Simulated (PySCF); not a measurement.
Structure problem from calculated spectra and properties.

Formula: C6H10O.

- 13C NMR: chemical shifts (computed TMS as zero) by class: 159.8 (1 C), 100.2 (1 C), 68.5 (1 C), 25.5 (1 C), 25.1 (1 C), 23.6 (1 C) ppm [GIAO PBE0/pcSseg-1]
- 1H NMR: chemical shifts (computed TMS as zero) by class: 4.69 (1 H), 4.11 (2 H), 2.10 (2 H), 1.80 (3 H), 1.62 (2 H) ppm [GIAO PBE0/pcSseg-1]
- NMR, other nuclei: isotropic shieldings of nuclei other than C and H, by class: 215 (1 O) ppm [GIAO PBE0/pcSseg-1]
- Triplet: lowest triplet excitation (Tamm–Dancoff): 4.36 eV [TDA CAM-B3LYP/def2-SVPD]
- UV, strongest line: among the 8 lowest singlet transitions: S2 at 6.56 eV (189 nm, f = 0.125) [TDDFT CAM-B3LYP/def2-SVPD]
- Couplings: largest of the computed one-bond spin–spin couplings (means over like bonds): 13C–1H +168.3, 13C–1H +149.4 (×2), 13C–1H +135.8 (×2), 13C–1H +135.2 (×2), 13C–1H +133.5 (×3), 13C–13C +88.8, 13C–13C +54.0, 13C–13C +41.8 Hz [B3LYP/pcJ-1, spin–dipole term left out]
- Rotational structure: rotational constants A, B, C: 4.819, 2.426, 1.728 GHz [GFN2-xTB]

Electronic properties: PySCF, gas phase, density fitting. Levels stand in brackets. Isolated species at its GFN2-xTB geometry (one conformer only). Each NMR value is the plain mean over a class of atoms that symmetry, rotation or inversion makes alike.

Question: Give a SMILES that accounts for the data.

Answer: Numbering: `[CH3:1][C:2]1=[CH:3][CH2:4][CH2:5][CH2:6][O:7]1`. Its formula, C6H10O, gives 2 degrees of unsaturation: 1 ring and 1 π bond in the structure found. 6 carbons fall into 6 classes; from least to most shielded: vinylic carbon bearing oxygen [C2] (159.8 ppm), alkene CH carbon [C3] (100.2 ppm), ring sp3 carbon bound to oxygen [C6] (68.5 ppm), ring CH2 carbon [C5] (25.5 ppm), allylic carbon [C4] (25.1 ppm), allylic carbon [C1] (23.6 ppm). Hydrogen classes from least to most shielded: 1 H on an alkene CH carbon, C3 (4.69 ppm), 2 H on an sp3 carbon bound to oxygen, C6 (4.11 ppm), 2 H on an allylic carbon, C4 (2.10 ppm), 3 H on an allylic carbon, C1 (1.80 ppm), 2 H on a ring CH2 carbon, C5 (1.62 ppm). The other shieldings belong to: 215 ppm, cyclic ether oxygen [O7]. The couplings run between: +168.3 Hz, alkene CH carbon [C3] and its hydrogen; +149.4 Hz, sp3 carbon bound to oxygen [C6] and its hydrogen (with 1 like pair); +135.8 Hz, ring CH2 carbon [C5] and its hydrogen (with 1 like pair); +135.2 Hz, allylic carbon [C4] and its hydrogen (with 1 like pair); +133.5 Hz, allylic carbon [C1] and its hydrogen (with 2 like pairs); +88.8 Hz, vinylic carbon bearing oxygen [C2] and alkene CH carbon [C3]; +54.0 Hz, allylic carbon [C1] and vinylic carbon bearing oxygen [C2]; +41.8 Hz, alkene CH carbon [C3] and allylic carbon [C4]. The optimised geometry has point group C1 and is an asymmetric top. Structure: `C1C=C(C)OCC1`. Computed isomers that give other values at the same levels: `O[C@H]1CC=CCC1` (13C chemical shifts (computed TMS as zero) by class: 135.0 (1 C), 133.3 (1 C), 72.2 (1 C), 41.5 (1 C), 37.4 (1 C), 30.7 (1 C) ppm); `O[C@@]12CCC[C@@H]1C2` (13C chemical shifts (computed TMS as zero) by class: 68.6 (1 C), 38.1 (1 C), 30.1 (1 C), 28.1 (1 C), 23.7 (1 C), 17.4 (1 C) ppm); `C=C=C[C@H](C)OC` (rotational constant A: 3.756 GHz; this holds for the one conformer computed). The assignments are read from this structure; whether some other isomer fits the data as well wasn't checked.
